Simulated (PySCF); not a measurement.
**Vibration and rotation of HI⁻**

UHF-CCSD(T) constants of HI⁻, ²Σ⁺ (doublet), unpaired electrons σ ↑ (H aug-cc-pVDZ, I aug-cc-pVDZ-PP with ECP28; scalar-relativistic core potentials (PySCF 2.14); masses 1.0078 and 126.9045 u):

- ωe: 434.4 cm⁻¹
- ωexe: 32.2 cm⁻¹
- Be: 2.7801 cm⁻¹
- αe: 0.214 cm⁻¹
- D (centrifugal): 0.000455 cm⁻¹
- De to H + I⁻: 0.168 eV

Q: Give the vibrational terms G(v) and spacings up to v = 2.

A: G(v) = ωe(v+½) − ωexe(v+½)².

| v | G(v) (cm⁻¹) | G(v) − G(v−1) | Bv (cm⁻¹) |
| --- | --- | --- | --- |
| 0 | 209 |  | 2.673 |
| 1 | 579 | 370 | 2.459 |
| 2 | 885 | 306 | 2.245 |

Q: How well does the Morse estimate ωe²/(4ωexe) reproduce De, and what is D0?

A: It gives 0.182 eV, 108 % of the computed De. D0 = De − G(0) = 0.168 − 0.026 = 0.142 eV.

Correlated steps freeze 4 core orbitals. The bond is weak. Basis-set superposition, not corrected here, can be much of De in a small basis, most of all at correlated wavefunction levels. Spin–orbit coupling is left out. For an ion De counts to the pair picked by the measured ionisation energies or electron affinities, which need not be the lowest pair at this level. The state was picked by a PBE0 search and need not be the measured ground state.
